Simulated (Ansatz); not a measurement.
Wavefunction ladder for `NC1(F)N[SiH2]1`

```xyz
10

N     0.4594    0.8138   -1.1708
C    -0.1491   -0.2309   -0.4476
F    -0.7060   -1.1939   -1.2884
N    -1.0505    0.1369    0.6042
Si    0.3394   -0.6167    1.2917
H    -0.2160    1.2699   -1.7782
H     1.2145    0.4659   -1.7462
H    -1.4061    1.0802    0.6462
H     0.1136   -1.9177    1.9555
H     1.4008    0.1925    1.9334
```

Charge 0, multiplicity 1. All single points use the PBE0-D4/def2-TZVP geometry. It is one conformer, not always the lowest. Frozen core, restricted reference, Ansatz. CBS rows extrapolate triple and quadruple zeta; past MP2 they add the triple-zeta difference.

```json
{"basis": "def2-SVP", "HF (Eh)": "-537.71517", "MP2 corr.": "-0.74965", "CCSD corr.": "-0.78920", "(T)": "-0.02227", "CCSD(T) total": "-538.52664"}
{"basis": "def2-TZVPP", "HF (Eh)": "-538.12258", "MP2 corr.": "-0.95136", "CCSD corr.": "-0.97961", "(T)": "-0.03885", "CCSD(T) total": "-539.14104"}
{"basis": "def2-QZVPP", "HF (Eh)": "-538.14318", "MP2 corr.": "-1.02565", "CCSD corr.": "–", "(T)": "–", "CCSD(T) total": "–"}
{"basis": "CBS(def2)", "HF (Eh)": "-538.14602", "MP2 corr.": "-1.08068", "CCSD corr.": "-1.10893", "(T)": "as TZ", "CCSD(T) total": "-539.29380"}
```
